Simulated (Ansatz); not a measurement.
Relaxation of ClGe₂H₅O (9 atoms, charge 0, multiplicity 1), to a largest force component of 0.03 eV/Å in at most 50 steps.

Theory: RKS B3LYP/def2-SVP in Ansatz.

```xyz
9
Properties=species:S:1:pos:R:3
Ge -0.211 -0.198 -1.263
H 1.171 0.196 1.082
Ge 2.696 0.060 0.851
H 3.003 -1.384 0.415
H 3.124 1.045 -0.251
H 3.427 0.388 2.167
O -1.175 1.274 -0.958
H -1.985 1.128 -0.437
Cl -1.507 -1.662 -0.151
```

Problem. Where does it end, and by what steps?

Solution. The run converged. The force dipped under the threshold on the way, but the program's further checks kept it going. After 21 steps the energy has fallen by 0.040 eV; H4 moved furthest, 0.70 Å.

```
step  energy less start (eV)  largest force component (eV/Å)  accepted
   0                  0.0000                           0.138       yes
   1                 -0.0103                           0.653       yes
   2                  0.0368                           1.657        no
   3                 -0.0240                           0.314       yes
   4                 -0.0304                           0.031       yes
   5                 -0.0316                           0.022       yes
   6                 -0.0327                           0.118       yes
   7                 -0.0337                           0.065       yes
   8                 -0.0343                           0.016       yes
   9                 -0.0351                           0.047       yes
  10                 -0.0347                           0.148        no
  11                 -0.0358                           0.037       yes
  12                 -0.0360                           0.079       yes
  13                 -0.0362                           0.066       yes
  14                 -0.0365                           0.073       yes
  15                 -0.0371                           0.097       yes
  16                 -0.0349                           0.304        no
  17                 -0.0250                           0.135        no
  18                 -0.0381                           0.024       yes
  19                 -0.0388                           0.095       yes
  20                 -0.0390                           0.061       yes
  21                 -0.0399                           0.010       yes
```

```xyz
9
Properties=species:S:1:pos:R:3
Ge -0.770 -0.158 -1.514
H 1.519 -0.075 0.676
Ge 3.039 0.003 0.929
H 3.672 -1.363 0.606
H 3.650 1.086 0.021
H 3.287 0.360 2.406
O -1.748 1.301 -1.192
H -2.410 1.209 -0.488
Cl -1.696 -1.517 0.011
```

Whether the end is a true minimum wasn't checked by a vibrational analysis.

Run time: 49 s on 4 threads of Arm Neoverse V1 (shared host), peak memory 0.34 GiB.
